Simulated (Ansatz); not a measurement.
Cu(CO)H (CHCuO). Total charge 0; triplet. Geometry PBE0-D4/def2-TZVP, that of the neutral singlet; atoms count from 1.

Cartesian coordinates in Å:
```
Cu -0.556 -0.151 0.587
C 0.694 0.188 -0.726
O 1.454 0.394 -1.529
H -1.592 -0.431 1.669
```

At PBE0-D4/def2-TZVP a singlet of charge 0 lies 3.31 eV below the triplet at the same geometry.

(1) Estimate the Mulliken populations from the PBE0/def2-TZVP orbitals of Ansatz.

(2) Where does the spin sit?

(3) And the Mayer bond orders between bonded heavy atoms (over 0.3)?

## Answers

(1) 
```
atom  charge (e)  spin (α − β)  d electrons
 Cu1        0.14          1.16         9.44
  C2       -0.27          0.53            –
  O3       -0.05          0.20            –
  H4        0.17          0.12            –
```
Mulliken values and Mayer orders depend strongly on the basis.

(2) Summed by element: Cu 1.16, C 0.53, O 0.20, H 0.12, of 2 unpaired in all. Largest on single atoms: Cu1 1.16, C2 0.53, O3 0.20.

(3) Cu1–C2 0.84 (1.84 Å); C2–O3 2.18 (1.12 Å).
